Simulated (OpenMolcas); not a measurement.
**Cu IV: the spin-orbit constant, worked from levels**

- Program: OpenMolcas 26.06
- Basis: ANO-R1 [5s3p2d1f]
- Scalar Hamiltonian: X2C, finite nucleus
- Active space: 8 electrons in 5 orbitals (3d)
- State averaging: 2S+1 = 3 even, 10 roots; 2S+1 = 1 even, 15 roots
- Spin-orbit coupling: RASSI with atomic mean-field integrals over the reference wave functions, term energies averaged over their components

Methods: CASSCF; SS-CASPT2, IPEA 0.25 Eh, imaginary shift 0.1 Eh (closed shells correlated: 3s 3p). Measured levels: Sugar and Musgrove, J. Phys. Chem. Ref. Data 19, 527 (1990).

**The spin-orbit constant.** For the Hund term 3F of d8, E(J) = (A/2) J(J+1) + constant and ζ = -2S·A = -2A. From J = 2 to J = 4 the energy changes by 7 A.

| Source | E(4) - E(2) | A | ζ |
| --- | --- | --- | --- |
| CASSCF | -3181.1 | -454.4 | 909 |
| SS-CASPT2 | -3149.3 | -449.9 | 900 |
| measured | -3077.6 | -439.7 | 879 |

All in cm-1. SS-CASPT2 is off by +2.3 % and CASSCF by +3.4 %. Both methods take the spin-orbit matrix elements from the reference wave functions, so the second can move ζ only through the term energies and any multistate remixing. Second-order mixing with other terms is absorbed into this ζ.

Term energies are means over components that CASPT2 splits; among the terms shown or strongly mixed into the levels shown the widest spread is 880 cm-1 (3d8 3F, SS-CASPT2). The basis is small and was not contracted for so high a charge. Without dynamic correlation excited terms often stand tens of per cent too high (terms of higher spin than the ground term too low), and those without a measured partner can miss by more than the paired ones (holds for CASSCF). Computed and measured levels are paired by configuration, term and J; levels that our copy of the source lacks, or whose pairing is in doubt (as where it misses far off the trend of its configuration), stay unpaired and out of the deviations. Levels of configurations outside the active space are missing.
